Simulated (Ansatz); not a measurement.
Reaction (ligand exchange at a B–C bond): `N#CCB(O)F` + `[NH2][GeH3]` → `OB(F)[NH][GeH3]` + acetonitrile

Calculated with Ansatz (gas phase, PBE0-D4/def2-TZVP geometries, no zero-point term in ΔE). CCSD(T)/CBS adds triple-zeta CCSD(T) − MP2 to the extrapolated MP2 energy (def2 sets, frozen cores). This one scheme is used for every species. Functionals use def2-TZVPP. B3LYP here is the variant with VWN-RPA as its local correlation; programs differ in this. For Ge outer-core shells are correlated without core-valence functions, which leaves a few kJ/mol of doubt a bond. Scalar relativity is left out up to krypton. Each species was taken in one conformer, which may not be the lowest.

(1) Is it downhill or uphill in electronic energy at CCSD(T)/CBS, and by how much? (Estimate.)

(2) What do these levels give: r2SCAN-D4, B3LYP-D4, ωB97M-V, B2PLYP, PBE, MP2/def2-TZVPP, SCS-MP2/def2-TZVPP, CCSD(T)/def2-TZVPP, HF/def2-QZVPP, SCS-MP2/def2-QZVPP, HF/CBS(def2), CCSD/CBS(def2)? (An estimate is asked.)

Largest T1 diagnostic among the species: 0.013.

Answers

(1) Computed: Downhill: ΔE = -110.7 kJ/mol.

(2) Ansatz gave: r2SCAN-D4 -109.9, B3LYP-D4 -112.3, ωB97M-V -109.7, B2PLYP -111.5, PBE -102.6, MP2/def2-TZVPP -112.2, SCS-MP2/def2-TZVPP -113.0, CCSD(T)/def2-TZVPP -111.5, HF/def2-QZVPP -120.2, SCS-MP2/def2-QZVPP -112.6, HF/CBS(def2) -120.2, CCSD/CBS(def2) -112.0 kJ/mol.

In def2-TZVPP, CCSD(T) changes the Hartree–Fock value by +8.8 kJ/mol (the triples alone add +1.4 kJ/mol) and MP2 by +8.1 kJ/mol. From PBE to PBE0 (25 % exact exchange), in def2-TZVPP and without D4, ΔE moves by −4.4 kJ/mol.
